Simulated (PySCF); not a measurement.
This script is equivalent to a calculation on Tc+ (technetium, charge +1).

```python
from pyscf import gto, scf, dft, mp, cc
import basis_set_exchange as bse
mol = gto.M(atom="Tc 0 0 0", charge=1, spin=6, symmetry="D2h",
            basis=gto.basis.parse(bse.get_basis("x2c-SVPall", elements=["Tc"], fmt="nwchem", header=False)),
            nucmod="G")
mf = scf.UHF(mol).sfx2c1e()
mf.irrep_nelec = {'Ag': (9, 6), 'B1g': (2, 1), 'B2g': (2, 1), 'B3g': (2, 1), 'B1u': (3, 3), 'B2u': (3, 3), 'B3u': (3, 3)}
mf.kernel()
```

Task: What total energy does it give?

Result: -4282.44337 hartree (calculated).

Task: Which occupied shell lies highest, and where?

Result: 5s α, at -14.388 eV.

Task: What is ⟨S²⟩, and what would a pure spin state give?

Result: 12.002, against 12.00.
